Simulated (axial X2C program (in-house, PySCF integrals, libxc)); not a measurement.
**Potential curves of CrP⁺, two-component**

Computed with an in-house all-electron X2C program for linear molecules (integrals from PySCF). Two-component (2c) means X2C with spin–orbit coupling and atomic mean-field two-electron Coulomb and Gaunt terms. Basis: Cr dyall-cv3z [9s10p6d3f2g], P dyall-v3z [8s7p2d1f] (cores contracted in-house); Gaussian nuclei, density fitting, unrestricted open shells. Masses: Cr 51.941 u, P 30.974 u.

State: Ω = 1 (⟨Sz⟩ = 1.00, ⟨Lz⟩ = 0.00 at PBE0). Energies in eV from the fragments at the same level (Cr+ + P). Fits are polynomials in 1 − R0/R over 0.85 to 1.23 times the lowest point R0.

| R (Å) | PBE0 | CCSD | LDA | CCSD(T) |
| --- | --- | --- | --- | --- |
| 1.9297 | -0.9363 |  | -2.9194 |  |
| 2.0184 | -1.2154 | -0.4227 | -2.9800 | -0.6445 |
| 2.0849 | -1.3325 | -0.5738 | -2.9370 | -0.7752 |
| 2.1515 | -1.3921 | -0.6653 | -2.8461 | -0.8450 |
| 2.2180 | -1.4084 | -0.7132 | -2.7250 | -0.8706 |
| 2.2956 | -1.3871 | -0.7312 | -2.5612 | -0.8631 |
| 2.3733 | -1.3354 | -0.7231 | -2.3854 | -0.8316 |
| 2.4731 | -1.2406 | -0.6914 | -2.1554 | -0.7741 |
| 2.5951 | -1.1035 |  | -1.8822 |  |
| 2.7725 | -0.8997 |  | -1.5203 |  |

Correlated methods: 10 electrons correlated (number of frozen shells: Cr 3 s, 2 p; P 2 s, 1 p), 234 virtual spin orbitals or spinors in MP2, 90 natural virtuals in coupled cluster.

Occupations by symmetry block were frozen at the best pattern of an incomplete PBE0 search. De is counted from the lowest determinant-based energies of the atoms at the same level, without counterpoise correction. Density functionals use the spin component along the axis (collinear). Coupled cluster ran in a truncated set of natural virtual spinors; the MP2 energy of the rest was added. (T) has no such correction and the atoms are truncated less, which lowers De at CCSD(T) by a hundredth of an eV or more. With several unpaired electrons one determinant need not be a pure state. Open-shell Ω = 0 determinants with evenly filled partner blocks cannot be reached by this program, so the Ω shown need not be the lowest component. The determinant is spin-polarised beyond a pure state at some levels (its spin-free form has ⟨S²⟩ too high), which makes Re and μ there less reliable. The T1 diagnostic is large, a sign of multireference character. Coupled cluster ran on the points near the minimum only. MP2 and coupled cluster on one determinant become unreliable at the stretched end.

Q: What are Re, ωe and De at the PBE0 level?

A: At PBE0, 2c: Re = 2.215 Å, ωe ≈ 321 cm⁻¹, De = 1.41 eV to Cr+ + P; Be follows as 0.177 cm⁻¹.

Q: What are Re, ωe and De at the CCSD level?

A: At CCSD, 2c: Re = 2.304 Å, ωe ≈ 238 cm⁻¹, De = 0.73 eV to Cr+ + P; Be follows as 0.164 cm⁻¹.

Q: What are Re, ωe and De at the LDA level?

A: At LDA, 2c: Re = 2.008 Å, ωe ≈ 491 cm⁻¹, De = 2.98 eV to Cr+ + P; Be follows as 0.215 cm⁻¹.

Q: Fit the CCSD(T) curve near its minimum: give the equilibrium distance, the harmonic wavenumber and the well depth.

A: At CCSD(T), 2c: Re = 2.238 Å, ωe ≈ 288 cm⁻¹, De = 0.87 eV to Cr+ + P; Be follows as 0.173 cm⁻¹.
